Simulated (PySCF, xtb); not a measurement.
C₂H₇Al, SMILES [CH3][AlH][CH3].

xtb 6.7.1 with GFN2-xTB at its own geometry gives an orbital gap of 4.80 eV and a dipole moment of 1.44 D.

Coordinates come from a ωB97X-D3(BJ)/def2-SVP optimisation. The isomer is the one that the SMILES or the coordinates give; other isomers of the formula were not compared.

**Question.** What does PBE0/def2-TZVPD in PySCF give? (An estimate is asked for; the answer gives what the named calculation found.)

**Answer.** gap 6.94 eV (levels -7.78 and -0.84 eV), dipole 0.65 D.
